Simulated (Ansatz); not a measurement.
Stepwise reaction of `C#[C][SnH2][C]#C` with hydrogen fluoride, as a gas-phase model of exchange steps in deposition or etching. ΔE in kJ/mol; ΔG adds harmonic PBE0-D4 terms to CCSD(T)/CBS, at 1 bar.

Isolated molecules relaxed with PBE0-D4/def2-TZVP in Ansatz; ΔE leaves out vibrations. CBS: MP2 limit from def2 TZ/QZ plus the TZ coupled-cluster correction, frozen cores. This one scheme is used for every species. DFT in def2-TZVPP. B3LYP here is the variant with VWN-RPA as its local correlation; programs differ in this. Elements past krypton have def2 core potentials. For Sn outer-core shells are correlated without core-valence functions, which leaves a few kJ/mol of doubt a bond.

```tsv
step	reaction	PBE-D4	B3LYP-D4	ωB97M-V	CCSD(T)/CBS	ΔG(400 K)
1	`C#[C][SnH2][C]#C` + H–F → `C#[C][SnH2][F]` + `C#C`	-43.2	-48.0	-43.1	-34.5	-35.5
2	`C#[C][SnH2][F]` + H–F → `[F][SnH2][F]` + `C#C`	-47.1	-50.7	-46.5	-39.1	-35.2
```

Problem. By hand: ΔE of the 2 steps together at CCSD(T)/CBS.

Solution. (-34.5) + (-39.1) = -73.6 kJ/mol, or -36.8 kJ/mol a step.

In ΔE the steps differ by no more than 4.6 kJ/mol. All are downhill at CCSD(T)/CBS. ΔG lies between -35.5 and -35.2 kJ/mol a step. PBE-D4 differs from CCSD(T)/CBS by -8.7 to -8.0 kJ/mol a step. Isolated molecules leave out the surface, adducts and barriers. Largest T1 diagnostic: 0.014.
